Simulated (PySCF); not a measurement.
## How the method changes the constants of GeC⁻

State: ²Σ⁺ (doublet), unpaired electrons σ ↑. Set-up: Ge aug-cc-pVDZ-DK, C aug-cc-pVDZ-DK; spin-free X2C with a Gaussian nucleus (PySCF 2.14). De refers to Ge + C⁻ in their high-spin ground configurations, without counterpoise correction. The functionals are run spin-unrestricted. A positive dipole points towards C; it is taken about the centre of mass and depends on that origin. Levels whose curve was spin-contaminated or gave no clean fit are not listed.

```json
{"Level": "ROHF", "Re (Å)": "1.728", "ωe (cm⁻¹)": "965", "De (eV)": "n/a", "μ (D)": "-3.59"}
{"Level": "ROHF-MP2", "Re (Å)": "1.808", "ωe (cm⁻¹)": "779", "De (eV)": "4.74", "μ (D)": "n/a"}
{"Level": "ROHF-SCS-MP2", "Re (Å)": "1.805", "ωe (cm⁻¹)": "787", "De (eV)": "n/a", "μ (D)": "n/a"}
{"Level": "ROHF-CCSD", "Re (Å)": "1.773", "ωe (cm⁻¹)": "858", "De (eV)": "3.95", "μ (D)": "n/a"}
{"Level": "ROHF-CCSD(T)", "Re (Å)": "1.790", "ωe (cm⁻¹)": "816", "De (eV)": "4.37", "μ (D)": "n/a"}
{"Level": "LDA", "Re (Å)": "1.746", "ωe (cm⁻¹)": "884", "De (eV)": "5.57", "μ (D)": "-3.63"}
{"Level": "PBE", "Re (Å)": "1.768", "ωe (cm⁻¹)": "851", "De (eV)": "4.80", "μ (D)": "-3.62"}
{"Level": "PW91", "Re (Å)": "1.766", "ωe (cm⁻¹)": "852", "De (eV)": "4.82", "μ (D)": "-3.62"}
{"Level": "r²SCAN", "Re (Å)": "1.753", "ωe (cm⁻¹)": "865", "De (eV)": "4.54", "μ (D)": "-3.39"}
{"Level": "PBE0", "Re (Å)": "1.751", "ωe (cm⁻¹)": "876", "De (eV)": "4.38", "μ (D)": "-3.58"}
{"Level": "M06", "Re (Å)": "1.755", "ωe (cm⁻¹)": "867", "De (eV)": "4.52", "μ (D)": "-3.74"}
```

Which functional lies closest to ROHF-CCSD(T) in De, which farthest, and by how much do they differ from it?

Closest is PBE0 (-3.9 pm in Re, +7.4 % in ωe, +0.01 eV in De against ROHF-CCSD(T) in the same basis), farthest LDA (-4.4 pm in Re, +8.3 % in ωe, +1.20 eV in De). CCSD(T) converges more slowly with the basis than the functionals do and binds too weakly in this one, so the order can change at the basis-set limit.

What does a quarter of exact exchange do here, going from PBE to PBE0?

PBE0 less PBE: -1.7 pm in Re, +2.9 % in ωe, -0.42 eV in De. Exact exchange removes part of the self-interaction that spreads semilocal densities, and in most molecules shortens and stiffens the bond and lowers De; so it does here.

What does the triples do here, going from ROHF-CCSD to ROHF-CCSD(T)?

ROHF-CCSD(T) less ROHF-CCSD: +1.7 pm in Re, -4.9 % in ωe, +0.42 eV in De. Correlation nearly always deepens the well. The bond lengthens, as in strong covalent bonds, where excitations into antibonding orbitals dominate.

Correlated steps freeze 10 core orbitals. Correlated levels converge slowly with the basis: in double zeta they bind strong bonds too weakly, by up to about 1 eV, and carry superposition errors of some tenths. Spin–orbit coupling is left out. For an ion De counts to the pair picked by the measured ionisation energies or electron affinities, which need not be the lowest pair at this level. The highest Kohn–Sham level is positive in this anion. Much of that is self-interaction error, but it also means that the finite basis helps to hold the extra electron. The state is the lowest determinant that a PBE0 search found; another state may lie lower at other levels.

The whole job (state search and all levels along the bond) took about 3 min on 1 thread of Intel Xeon Platinum 8375C @ 2.90GHz (shared host), peak memory 0.82 GiB.
